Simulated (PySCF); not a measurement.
CH4AlBrO, SMILES C[O][AlH][Br].

Geometry optimised at PBE0-D3(BJ)/def2-SVP. The structure was generated by enumeration; whether it is a known compound was not checked. One conformer was computed; it need not be the lowest.

Calculation: PySCF with CAM-B3LYP/def2-TZVP.

Gas-phase values at a fixed geometry.

```yaml
total_energy: -2932.56982 hartree
point_group: Cs
highest_occupied_level: -9.79 eV
lowest_empty_level: 0.03 eV
orbital_gap: 9.82 eV
dipole_moment: 1.05 D
quadrupole, principal values (traceless, Buckingham form, about the centre of nuclear charge): -5.90, 2.04, 3.86 D·Å
mean_static_polarisability: 58.9 bohr³ (8.73 Å³)
polarisability_principal_values: 47.7, 60.7, 68.4 bohr³
```
